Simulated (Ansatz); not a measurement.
A nudged elastic band was laid between two geometries of C2H9ClSi2 (14 atoms, charge 0, multiplicity 1).

Computed with Ansatz, RKS LDA/def2-SVP.

```json
{"movable images": "9", "climbing image": "yes", "spring": "5.0 eV/Å²", "optimiser": "quadratic models (default)", "start path": "IDPP", "force threshold": "0.03 eV/Å", "iteration limit": "6", "end points": "relaxed"}
```

First end point:

```xyz
14
Properties=species:S:1:pos:R:3
C -1.893 1.259 1.252
Si -0.602 1.053 -0.093
Si 0.535 -0.980 0.107
C 1.834 -1.164 -1.252
Cl 2.693 -2.717 -1.081
H -2.646 0.445 1.201
H -2.422 2.229 1.143
H -1.420 1.231 2.257
H -1.246 1.113 -1.458
H 0.408 2.175 -0.032
H 1.230 -1.065 1.442
H -0.428 -2.136 0.002
H 1.363 -1.132 -2.258
H 2.580 -0.342 -1.202
```

Last end point:

```xyz
14
Properties=species:S:1:pos:R:3
C -2.047 1.125 1.126
Si -0.766 0.922 -0.229
Si 0.682 -0.855 0.225
C 1.980 -1.043 -1.134
Cl 3.071 -2.403 -0.762
H -2.728 1.972 0.901
H -1.556 1.323 2.102
H -2.659 0.204 1.227
H -1.438 0.672 -1.560
H 0.051 2.185 -0.378
H 1.397 -0.628 1.533
H -0.087 -2.148 0.328
H 1.500 -1.235 -2.118
H 2.589 -0.119 -1.232
```

**Question.** What changes between the two ends?

**Answer.** No bond is made or broken. The dihedral H7–C1–Si2–Si3 goes from 180 to 60°. The two ends are copies of one structure, up to a mirror image or an exchange of like atoms.

**Question.** What energy profile does the band end with?

**Answer.** The run converged. The highest image is number 5 of 0 to 10, 1.6 kcal/mol above the ends, which have the same energy within 2 meV. Another band between the same ends (9 images) ends at a top of the same energy, where a vibrational analysis finds 1 clearly imaginary mode.

| image | path coordinate (Å) | energy (kcal/mol) | dihedral H7–C1–Si2–Si3 (°) |
| --- | --- | --- | --- |
| 0 | 0.00 | 0.0 | 180 |
| 1 | 0.36 | 0.1 | 168 |
| 2 | 0.71 | 0.5 | 157 |
| 3 | 1.07 | 1.0 | 144 |
| 4 | 1.43 | 1.4 | 132 |
| 5 | 1.78 | 1.6 | 120 |
| 6 | 2.14 | 1.4 | 108 |
| 7 | 2.50 | 1.0 | 96 |
| 8 | 2.86 | 0.5 | 84 |
| 9 | 3.22 | 0.1 | 72 |
| 10 | 3.57 | 0.0 | 60 |

**Question.** What is the geometry of the highest image?

**Answer.** 
```xyz
14
Properties=species:S:1:pos:R:3:forces:R:3
C -2.035 1.136 1.155 -0.01 0.00 0.01
Si -0.751 0.933 -0.210 0.02 -0.01 -0.01
Si 0.675 -0.869 0.211 0.01 0.00 -0.02
C 1.961 -1.052 -1.160 0.00 -0.01 0.00
Cl 3.035 -2.431 -0.814 0.01 -0.01 0.00
H -3.060 1.045 0.743 -0.01 -0.01 0.00
H -1.944 2.134 1.630 0.00 0.01 0.01
H -1.916 0.368 1.948 -0.01 0.01 0.00
H -1.414 0.712 -1.549 -0.01 0.00 0.00
H 0.090 2.179 -0.354 0.00 0.01 0.00
H 1.400 -0.673 1.519 0.00 0.01 0.00
H -0.110 -2.154 0.300 -0.01 0.00 0.00
H 1.473 -1.223 -2.143 0.00 0.00 0.00
H 2.582 -0.135 -1.247 0.00 0.00 0.00
```

The run took 98 s on 2 threads of Arm Neoverse N1 (shared host), peak memory 0.17 GiB.
